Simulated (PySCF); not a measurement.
IIn, triplet, geometry from GFN2-xTB (such geometries of metal compounds can be far from the true shape) (the spin is typed, not shown lowest) (core potentials on I, In).

Here is a job for PySCF.
```python
from pyscf import gto, scf

mol = gto.M(
    atom='''
In   -0.000000   -0.000000   -1.504422
I     0.000000    0.000000    1.390880
''',
    basis='def2-svp',
    ecp={'I': 'def2-svp', 'In': 'def2-svp'},
    charge=0,
    spin=2,
    verbose=3,
)

mf = scf.UHF(mol)
mf.kernel()
```

### Question
What does this run give for the nuclear repulsion energy, HOMO energy?

### Answer

The nuclear repulsion energy is 95.9548 Eh and the HOMO energy is -6.26 eV.

These values belong to the state on which the SCF converged, which isn't shown to be the lowest.
